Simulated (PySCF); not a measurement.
BrF at PBE0

Computed with PBE0; PySCF, scalar-relativistic core potentials, basis sets Br cc-pVTZ-PP with ECP10, F cc-pVTZ.

For BrF, the state is ¹Σ⁺ (singlet), closed shell, the bond length is 1.755 Å and the harmonic wavenumber is 703 cm⁻¹. The force constant is 4.46 mdyn/Å, the rotational constant Be is 0.3575 cm⁻¹ and the anharmonicity ωexe is 3.04 cm⁻¹. The vibration–rotation constant αe is 0.00226 cm⁻¹ and the well depth De to Br + F is 60.3 kcal/mol. The dissociation energy D0 is 59.3 kcal/mol. The HOMO–LUMO gap is 5.50 eV and the bond order (Mayer) is 0.98. The dipole moment (positive dipole means Br(−)F(+)) is -1.42 D.
